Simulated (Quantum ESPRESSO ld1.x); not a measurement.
Question: All-electron atom: the xenon ion Xe2+ in [Kr] 4d10 5s2 5p4 (the NIST ground configuration). All-electron calculation, scalar-relativistic Kohn-Sham, LDA (Slater exchange, VWN5 correlation), spin-polarised, spherical densities, point nucleus; open shells are filled with parallel spins first. Program: ld1.x of Quantum ESPRESSO 7.5. Some entries of the table are withheld. Estimate them.

| orbital | occ. | eigenvalue (eV) | <1/r> (bohr^-1) | <r> (bohr) |
|---|---|---|---|---|
| 1s up | 1 | -34357.580 | 58.06 | 0.02668 |
| 1s down | 1 | -34357.484 | 58.06 | 0.02668 |
| 2s up | 1 | -5366.331 | 13.32 | 0.1147 |
| 2s down | 1 | -5366.276 | 13.32 | 0.1147 |
| 2p up | 3 | -4820.011 | 12.72 | 0.1003 |
| 2p down | 3 | -4819.932 | 12.72 | 0.1003 |
| 3s up | 1 | -1114.286 | 4.785 | 0.3069 |
| 3s down | 1 | -1114.199 | 4.785 | 0.3069 |
| 3p up | 3 | -937.825 | 4.548 | 0.3047 |
| 3p down | 3 | -937.730 | 4.548 | 0.3047 |
| 3d up | 5 | -675.403 | 4.310 | 0.2811 |
| 3d down | 5 | -675.314 | 4.310 | 0.2810 |
| 4s up | 1 | -218.417 | 1.955 | 0.7168 |
| 4s down | 1 | -218.230 | 1.955 | 0.7166 |
| 4p up | 3 | -162.438 | 1.794 | 0.7651 |
| 4p down | 3 | -162.231 | 1.794 | 0.7646 |
| 4d up | 5 | -80.831 | 1.515 | 0.8766 |
| 4d down | 5 | -80.522 | 1.518 | 0.8739 |
| 5s up | 1 | -40.185 | 0.7356 | 1.781 |
| 5s down | 1 | -38.831 | 0.7381 | 1.780 |
| 5p up | 3 | -27.442 | (1) | 2.080 |
| 5p down | 1 | -26.074 | (2) | 2.093 |

Answer: 
(1) 5p up <1/r> (bohr^-1): 0.6219
(2) 5p down <1/r> (bohr^-1): 0.6194
